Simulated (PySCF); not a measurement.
Species: `C=CC[Si@@H](O)[C@H](Cl)C=C`. The columns A, B, C and D hold Mulliken, IAO, Hirshfeld and ESP-fitted charges (e) of one PBE0/pcSseg-1 density (PySCF), in a shuffled order. Coordinates in Å (GFN2-xTB); the density's dipole moment is (-0.01, 0.68, -0.19) D.

```json
{"atom": "C1", "x": "2.641", "y": "1.265", "z": "0.654", "A": "-0.110", "B": "-0.527", "C": "-0.156", "D": "-0.337"}
{"atom": "C2", "x": "2.161", "y": "0.969", "z": "-0.540", "A": "-0.038", "B": "+0.009", "C": "-0.268", "D": "-0.127"}
{"atom": "C3", "x": "1.744", "y": "-0.397", "z": "-0.966", "A": "-0.164", "B": "-0.466", "C": "-0.496", "D": "-0.570"}
{"atom": "Si4", "x": "-0.153", "y": "-0.576", "z": "-1.089", "A": "+0.414", "B": "+0.655", "C": "+1.055", "D": "+1.160"}
{"atom": "O5", "x": "-0.604", "y": "-2.037", "z": "-1.633", "A": "-0.305", "B": "-0.652", "C": "-0.552", "D": "-0.785"}
{"atom": "C6", "x": "-0.858", "y": "-0.296", "z": "0.684", "A": "-0.084", "B": "-0.468", "C": "-0.503", "D": "-0.383"}
{"atom": "Cl7", "x": "-0.268", "y": "-1.681", "z": "1.682", "A": "-0.058", "B": "-0.110", "C": "-0.139", "D": "-0.124"}
{"atom": "C8", "x": "-2.336", "y": "-0.272", "z": "0.714", "A": "-0.051", "B": "+0.009", "C": "-0.147", "D": "-0.132"}
{"atom": "C9", "x": "-3.053", "y": "0.808", "z": "0.973", "A": "-0.096", "B": "-0.432", "C": "-0.140", "D": "-0.316"}
{"atom": "H10", "x": "2.779", "y": "0.510", "z": "1.410", "A": "+0.042", "B": "+0.213", "C": "+0.113", "D": "+0.145"}
{"atom": "H11", "x": "2.918", "y": "2.269", "z": "0.927", "A": "+0.044", "B": "+0.190", "C": "+0.116", "D": "+0.151"}
{"atom": "H12", "x": "2.028", "y": "1.747", "z": "-1.280", "A": "+0.044", "B": "+0.114", "C": "+0.111", "D": "+0.142"}
{"atom": "H13", "x": "2.137", "y": "-1.132", "z": "-0.261", "A": "+0.039", "B": "+0.158", "C": "+0.152", "D": "+0.157"}
{"atom": "H14", "x": "2.171", "y": "-0.618", "z": "-1.945", "A": "+0.047", "B": "+0.170", "C": "+0.159", "D": "+0.161"}
{"atom": "H15", "x": "-0.797", "y": "0.331", "z": "-2.029", "A": "-0.077", "B": "-0.070", "C": "-0.089", "D": "-0.139"}
{"atom": "H16", "x": "-0.535", "y": "-2.815", "z": "-1.082", "A": "+0.168", "B": "+0.422", "C": "+0.248", "D": "+0.368"}
{"atom": "H17", "x": "-0.445", "y": "0.598", "z": "1.149", "A": "+0.041", "B": "+0.272", "C": "+0.183", "D": "+0.172"}
{"atom": "H18", "x": "-2.819", "y": "-1.209", "z": "0.472", "A": "+0.044", "B": "+0.147", "C": "+0.117", "D": "+0.153"}
{"atom": "H19", "x": "-4.128", "y": "0.797", "z": "0.941", "A": "+0.051", "B": "+0.177", "C": "+0.124", "D": "+0.158"}
{"atom": "H20", "x": "-2.589", "y": "1.750", "z": "1.216", "A": "+0.048", "B": "+0.190", "C": "+0.113", "D": "+0.147"}
```

Q: Which column most likely holds the ESP-fitted charges?

A: B. Σ q r misses the density's dipole by 0.05 D (B), 0.43 D (A), 1.05 D (D), 1.92 D (C). Charges fitted to the outside potential are the only set here that is tied to the molecule's multipoles.

Q: And the Hirshfeld charges?

A: A. The mean sizes are 0.098 e (A), 0.249 e (C), 0.273 e (B), 0.291 e (D), and Hirshfeld charges are commonly the smallest of these schemes.

As computed, A = Hirshfeld, B = ESP-fitted, C = Mulliken, D = IAO. Hydrogens on carbon: Hirshfeld +0.04 to +0.05, ESP-fitted +0.11 to +0.27, Mulliken +0.11 to +0.18, IAO +0.14 to +0.17 e.

The IAO scheme projects the occupied orbitals on a minimal set of polarised atomic orbitals and counts the electrons in each atom's part of it. The Mulliken scheme gives each basis function's population to the atom it is centred on and halves the overlap population of two atoms between them.

The structure is a single GFN2-xTB conformer in the gas phase; no vibrational or solvent corrections.
